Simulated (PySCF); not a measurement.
Be(H)(Me) (CH₄Be), SMILES [BeH][CH3]. Atoms are numbered in the order given.

```xyz
6

Be     0.0000     0.0000    -1.0691
H      0.0000     0.0000    -2.4074
C      0.0000     0.0000     0.6056
H     -0.8798     0.5079     1.0167
H      0.8798     0.5079     1.0167
H      0.0000    -1.0159     1.0167
```

Geometry: PBE0-D3(BJ)/def2-TZVPD.

Calculation: B3LYP/pcJ-1 in PySCF.

Isotropic couplings with Fermi-contact, spin-dipole and both spin-orbit terms, one fixed conformer, no vibrational averaging. Isotopes: 13C, 1H.

Computed spin–spin coupling constants:
| pair | bonds apart | J (Hz) |
|---|---|---|
| C3–H4 | 1 | 121.1 |
| C3–H5 | 1 | 121.1 |
| C3–H6 | 1 | 121.0 |
| H2–C3 | 2 | 23.4 |
| H4–H5 | 2 | -16.3 |
| H4–H6 | 2 | -16.3 |
| H5–H6 | 2 | -16.3 |
| H2–H4 | 3 | -1.3 |
| H2–H5 | 3 | -1.3 |
| H2–H6 | 3 | -1.3 |
